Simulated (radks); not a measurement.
The numbers below are computed, except where a source is named.
Spherical jellium clusters: N electrons in a uniform positive sphere of charge N and radius rs N^(1/3), rs = 3.93 bohr. Level of theory: non-relativistic Kohn-Sham, exchange-only LDA, spin-polarised, spherical densities (a radial shooting solver with Libxc functionals). Levels are named by radial order and angular momentum (1s, 1p, 1d, 2s, ...), and open shells are averaged over m.

N = 4, configuration 1s2 1p(up 2, down 0). This is the lowest configuration that the search found. Occupied and some empty levels:

level    occupation  eigenvalue (eV)  <r> (bohr)
1s up             1          -3.8446       4.601
1s down           1          -2.8507       4.352
1p up             2          -2.1914       5.944
1p down           0          -1.0443       6.210
2s up             0         -0.52232       9.650
1d up             0         -0.49660       8.061
2s down           0        -0.033303       14.14

Energy (eV): total -3.23647, kinetic 7.0220, external -78.992, Hartree 37.618, exchange-correlation -10.758, background 41.874.
